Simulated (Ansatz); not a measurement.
FH₄N₂OV (`[NH]=[V]([NH2])([OH])[F]`). The species carries charge 0 and has multiplicity 1.

```tsv
atom	x (Å)	y (Å)	z (Å)
N1	0.020	-0.074	1.539
V2	0.003	0.466	0.027
N3	-0.923	-0.803	-0.886
O4	1.646	0.611	-0.611
F5	-0.792	2.019	-0.098
H6	-0.053	-0.192	2.541
H7	-0.980	-0.766	-1.895
H8	-1.346	-1.634	-0.509
H9	2.427	0.373	-0.108
```

What are the harmonic wavenumbers in cm⁻¹ at PBE0-D4/def2-TZVP (Ansatz, finite differences of forces, unscaled)? (Best estimate.)

The calculation gave: 211, 222, 238, 253, 267, 372, 385, 401, 456, 511, 654, 656, 712, 782, 812, 1103, 1531, 3564, 3622, 3698, 3912.

Is this a minimum?

Yes, all 21 modes are real.

Give the ideal-gas thermochemistry at 298.15 K and 1 bar (rigid rotor, harmonic oscillator; point group C1, symmetry number 1).

Zero-point energy 145.7 kJ/mol; H(298) − E = 167.5 kJ/mol; entropy 342.0 J/(mol·K), of which translation 168.4, rotation 110.5, vibration 63.1; G(298) − E = 65.6 kJ/mol.

Rotational constants (cm⁻¹)?

0.1235, 0.1204, 0.1086.
